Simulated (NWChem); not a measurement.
System: C2H2BrF; SMILES C=C(F)Br

NWChem input:

```
start job
memory heap 200 mb stack 900 mb global 1100 mb
geometry units angstroms noautosym nocenter noautoz
  C     -1.210565     1.633514     0.000000
  C     -0.077866     0.942427     0.000000
  F      1.111551     1.511021     0.000000
  Br     0.030446    -0.931338     0.000000
  H     -2.174056     1.127657     0.000000
  H     -1.165198     2.724322     0.000000
end
basis spherical
  C library def2-svp
  F library def2-svp
  Br library def2-svp
  H library def2-svp
end
dft
  xc b3lyp
  iterations 150
end
property
  response 1 0.0773
end
task dft property
```

Geometry: optimised at PBE0/def2-SVP. B3LYP is NWChem's, with the RPA form of VWN correlation.

Field at 589 nm.

Q: Predict the main results of this run. (B3LYP/def2-SVP.) Quantities: isotropic polarisability (bohr³); anisotropy (bohr³).

A: 
| Item | Result |
|---|---|
| isotropic polarisability (bohr³) | 37.4 |
| anisotropy (bohr³) | 31.8 |
